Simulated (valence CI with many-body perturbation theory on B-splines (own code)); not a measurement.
Forbidden lines of Hg29+

Calculated by valence CI with perturbative core correlation (CI+MBPT): five valence electrons over a frozen Dirac-Fock core [Kr] 4d10, radial functions for each j: 7 s, 7 p, 7 d, 7 f, 4 g, 2 h, with the one-electron correlation potential Σ1 (screened to all orders), the two-electron term Σ2, the three-electron term Σ3, Breit, model QED; selected single and double excitations, second order for the rest (own B-spline code, finite nucleus).

No measured spectrum was set against this ion. As an estimate, large intervals hold to a few tenths of a per cent, small ones and those within an open d or f shell to about a per cent. Core correlation moves these levels by up to 5400 cm⁻¹, and in measured spectra 5 to 20 % of such shifts remained as error; rates that hang on mixing are uncertain with them. Among the levels kept, up to 780 cm⁻¹ of a level comes from second order outside the variational space, and about a tenth of that is noise between levels of different J, which matters for small intervals. Only levels of the ground parity were solved; by the run's estimate the other parity begins above the list, which can be wrong where configurations are misplaced.

Lines 1 to 50 of 120 in falling wavelength, among levels below 144260 cm⁻¹, chosen from the decays that carry over 1 % of a level's rate. Wavelengths and rates use the calculated energies. Electric multipoles are in the length gauge, E1 and E2 with the static RPA response of the core. Weak lines are less certain than strong ones. Lines between different terms over intervals too small for the method are left out, as are lines whose strength nearly cancels. Where a level lies close to another of its J and parity, the split of strength between their lines is uncertain. Branching is blank where the lifetime is uncertain.

Levels are named by their leading jj configuration (3d3/2^4 stands for four electrons in 3d with j = 3/2), which in mixed levels can hold well under half, so a name can repeat and another be missing. Letters in brackets count levels of one name in rising energy.

```csv
λ vac (nm),Upper,Lower,Type,A (s⁻¹),Branch %
2882,(4f5/2^4 4f7/2) J=1/2,(4f5/2^4 4f7/2) J=3/2 [a],M1,4.43e+00,99.0
1905,(4f5/2^3 4f7/2^2) J=21/2,(4f5/2^3 4f7/2^2) J=19/2,M1,2.25e+00,100.0
1480,(4f5/2^4 4f7/2) J=15/2,(4f5/2^3 4f7/2^2) J=11/2 [a],E2,1.52e-07,
1269,(4f5/2^4 4f7/2) J=13/2,(4f5/2^3 4f7/2^2) J=11/2 [a],M1,2.51e+01,99.9
1207,(4f5/2^3 4f7/2^2) J=17/2 [b],(4f5/2^3 4f7/2^2) J=19/2,M1,7.21e-01,2.2
996.0,(4f5/2^3 4f7/2^2) J=17/2 [b],(4f5/2^3 4f7/2^2) J=15/2 [b],M1,1.58e+01,47.2
838.6,(4f5/2^3 4f7/2^2) J=11/2 [a],(4f5/2^3 4f7/2^2) J=9/2 [a],M1,1.25e+02,100.0
823.8,(4f5/2^4 4f7/2) J=11/2,(4f5/2^3 4f7/2^2) J=9/2 [b],M1,4.10e+01,15.0
783.2,(4f5/2^4 4f7/2) J=5/2,(4f5/2^4 4f7/2) J=7/2,M1,1.35e+01,1.7
743.5,(4f5/2^3 4f7/2^2) J=9/2 [d],(4f5/2^3 4f7/2^2) J=7/2 [b],M1,6.44e+01,7.7
724.3,(4f5/2^3 4f7/2^2) J=3/2 [b],(4f5/2^3 4f7/2^2) J=5/2 [b],M1,5.69e+01,9.1
718.4,(4f5/2^3 4f7/2^2) J=19/2,(4f5/2^3 4f7/2^2) J=17/2 [a],M1,7.15e+01,100.0
701.2,(4f5/2^3 4f7/2^2) J=5/2 [b],(4f5/2^3 4f7/2^2) J=5/2 [a],M1,4.58e+01,2.0
693.6,(4f5/2^3 4f7/2^2) J=9/2 [b],(4f5/2^3 4f7/2^2) J=7/2 [a],M1,1.28e+02,74.2
691.4,(4f5/2^3 4f7/2^2) J=7/2 [a],(4f5/2^3 4f7/2^2) J=9/2 [a],M1,1.27e+01,2.4
628.9,(4f5/2^3 4f7/2^2) J=9/2 [c],(4f5/2^3 4f7/2^2) J=9/2 [b],M1,2.66e+01,1.1
598.4,(4f5/2^3 4f7/2^2) J=17/2 [a],(4f5/2^3 4f7/2^2) J=15/2 [a],M1,7.33e+01,8.5
589.7,(4f5/2^3 4f7/2^2) J=9/2 [b],(4f5/2^3 4f7/2^2) J=11/2 [a],M1,8.16e+00,4.7
587.2,(4f5/2^3 4f7/2^2) J=9/2 [a],(4f5/2^4 4f7/2) J=7/2,M1,3.99e+02,100.0
546.9,(4f5/2^3 4f7/2^2) J=11/2 [b],(4f5/2^3 4f7/2^2) J=9/2 [b],M1,1.45e+01,1.0
540.6,(4f5/2^3 4f7/2^2) J=3/2 [b],(4f5/2^3 4f7/2^2) J=3/2 [a],M1,1.31e+01,2.1
534.0,(4f5/2^3 4f7/2^2) J=7/2 [a],(4f5/2^4 4f7/2) J=5/2,M1,3.20e+02,60.8
508.8,(4f5/2^3 4f7/2^2) J=5/2 [a],(4f5/2^3 4f7/2^2) J=7/2 [a],M1,1.04e+02,3.0
486.6,(4f5/2^3 4f7/2^2) J=15/2 [a],(4f5/2^4 4f7/2) J=13/2,M1,1.14e+02,18.8
471.3,(4f5/2^4 4f7/2) J=11/2,(4f5/2^4 4f7/2) J=13/2,M1,7.29e+00,2.7
468.1,(4f5/2^3 4f7/2^2) J=7/2 [b],(4f5/2^3 4f7/2^2) J=5/2 [a],M1,3.04e+02,13.0
461.5,(4f5/2^3 4f7/2^2) J=15/2 [a],(4f5/2^4 4f7/2) J=15/2,M1,4.93e+02,81.2
450.4,(4f5/2^3 4f7/2^2) J=17/2 [b],(4f5/2^3 4f7/2^2) J=17/2 [a],M1,8.74e+00,26.2
441.8,(4f5/2^4 4f7/2) J=7/2,(4f5/2^5) J=5/2,M1,7.13e+02,100.0
436.8,(4f5/2^3 4f7/2^2) J=15/2 [b],(4f5/2^3 4f7/2^2) J=13/2 [a],M1,3.15e+02,45.2
428.5,(4f5/2^2 4f7/2^3) J=15/2,(4f5/2^3 4f7/2^2) J=17/2 [a],M1,8.53e+01,3.0
414.1,(4f5/2^3 4f7/2^2) J=9/2 [d],(4f5/2^3 4f7/2^2) J=9/2 [c],M1,6.77e+01,8.1
376.9,(4f5/2^3 4f7/2^2) J=13/2 [a],(4f5/2^4 4f7/2) J=13/2,M1,4.90e+02,51.7
376.0,(4f5/2^3 4f7/2^2) J=7/2 [b],(4f5/2^3 4f7/2^2) J=9/2 [b],M1,9.82e+01,4.2
369.9,(4f5/2^3 4f7/2^2) J=5/2 [c],(4f5/2^3 4f7/2^2) J=5/2 [b],M1,7.94e+01,2.7
368.5,(4f5/2^3 4f7/2^2) J=11/2 [c],(4f5/2^3 4f7/2^2) J=11/2 [b],M1,1.74e+02,24.0
361.7,(4f5/2^3 4f7/2^2) J=13/2 [a],(4f5/2^4 4f7/2) J=15/2,M1,1.18e+01,1.2
358.3,(4f5/2^3 4f7/2^2) J=9/2 [d],(4f5/2^4 4f7/2) J=11/2,M1,3.92e+01,4.7
357.5,(4f5/2^3 4f7/2^2) J=11/2 [c],(4f5/2^3 4f7/2^2) J=13/2 [a],M1,1.28e+01,1.8
356.3,(4f5/2^3 4f7/2^2) J=3/2 [b],(4f5/2^3 4f7/2^2) J=5/2 [a],M1,7.51e+01,12.0
355.4,(4f5/2^4 4f7/2) J=9/2,(4f5/2^3 4f7/2^2) J=9/2 [c],M1,1.87e+02,8.8
346.4,(4f5/2^3 4f7/2^2) J=15/2 [b],(4f5/2^3 4f7/2^2) J=15/2 [a],M1,1.34e+02,19.4
346.2,(4f5/2^3 4f7/2^2) J=9/2 [b],(4f5/2^3 4f7/2^2) J=9/2 [a],M1,1.78e+01,10.3
343.7,(4f5/2^4 4f7/2) J=11/2,(4f5/2^3 4f7/2^2) J=11/2 [a],M1,2.11e+01,7.7
338.8,(4f5/2^3 4f7/2^2) J=13/2 [b],(4f5/2^3 4f7/2^2) J=11/2 [b],M1,4.50e+02,52.7
329.8,(4f5/2^3 4f7/2^2) J=9/2 [c],(4f5/2^3 4f7/2^2) J=7/2 [a],M1,4.47e+01,1.8
329.4,(4f5/2^3 4f7/2^2) J=13/2 [b],(4f5/2^3 4f7/2^2) J=13/2 [a],M1,1.66e+02,19.4
317.5,(4f5/2^3 4f7/2^2) J=7/2 [a],(4f5/2^4 4f7/2) J=7/2,M1,1.69e+02,32.1
315.2,(4f5/2^3 4f7/2^2) J=5/2 [c],(4f5/2^3 4f7/2^2) J=3/2 [a],M1,8.01e+02,27.2
313.5,(4f5/2^4 4f7/2) J=9/2,(4f5/2^4 4f7/2) J=11/2,M1,1.04e+02,4.9
```
